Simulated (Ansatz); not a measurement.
CH₃IO₂Sn, SMILES `O=[CH][SnH]([OH])[I]`. Total charge 0; spin multiplicity 1. Sn, I: def2 effective core potential.

Z-matrix (Å, degrees):
```
Sn
C 1 2.216
I 1 2.687 2 104.8
O 1 1.952 2 103.8 3 -115.9
H 1 1.701 2 122.6 3 124.8
O 2 1.194 1 118.3 3 114.0
H 2 1.112 1 120.2 3 -62.6
H 4 0.962 1 111.9 2 26.2
```

Problem. List the harmonic frequencies (cm⁻¹, unscaled) at PBE0-D4/def2-TZVP in Ansatz. (Estimate.)

Solution. The calculation gave: 48, 63, 101, 130, 198, 244, 284, 483, 540, 577, 638, 822, 887, 1341, 1798, 1956, 2872, 3870.

Problem. Is this a minimum?

Solution. Yes, all 18 modes are real.

Problem. Give the ideal-gas thermochemistry at 298.15 K and 1 bar (rigid rotor, harmonic oscillator; point group C1, symmetry number 1).

Solution. Zero-point energy 100.8 kJ/mol; H(298) − E = 125.0 kJ/mol; entropy 403.9 J/(mol·K), of which translation 179.7, rotation 125.6, vibration 98.6; G(298) − E = 4.6 kJ/mol. Modes under 100 cm⁻¹ are hindered rotations or soft bends, so the harmonic entropy is rough.

Problem. Rotational constants (cm⁻¹)?

Solution. 0.08805, 0.02334, 0.02078.
